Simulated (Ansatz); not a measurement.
CH$_{3}$Cl$_{3}$OTi, SMILES `C[O][Ti]([Cl])([Cl])[Cl]`. Total charge 0; spin multiplicity 1. Geometry: relaxed with PBE0-D4/def2-TZVP. It is one conformer, not always the lowest.

```xyz
9

C    -0.690    0.274   -1.474
O    -0.107    0.042   -0.228
Ti    0.612   -0.244    1.307
Cl    2.653   -0.967    0.998
Cl   -0.575   -1.746    2.365
Cl    0.633    1.635    2.427
H    -1.584   -0.345   -1.578
H     0.023    0.022   -2.262
H    -0.965    1.329   -1.554
```

Q: What is the dipole moment at r2SCAN/def2-TZVPP? (An estimate is asked.)

A: The calculation gave: 3.77 D, with components (-1.58, 0.63, -3.37) D in this frame, pointing from negative to positive charge.

Q: And with PBE, B3LYP, ωB97M-V? (Estimate.)

A: Ansatz gave: PBE 3.71 D, B3LYP 3.68 D, ωB97M-V 3.68 D.

Q: Give the Mulliken charges with r2SCAN, B3LYP, ωB97M-V in def2-TZVPP. (An estimate is asked.)

A: The calculation gave: 
```tsv
atom	r2SCAN	B3LYP	ωB97M-V
C1	0.01	-0.12	-0.17
O2	-0.51	-0.53	-0.50
Ti3	0.94	0.96	0.80
Cl4	-0.23	-0.23	-0.18
Cl5	-0.23	-0.23	-0.18
Cl6	-0.23	-0.23	-0.18
H7	0.08	0.12	0.14
H8	0.08	0.12	0.14
H9	0.08	0.12	0.14
```

B3LYP here is the variant with VWN-RPA as its local correlation; programs differ in this.
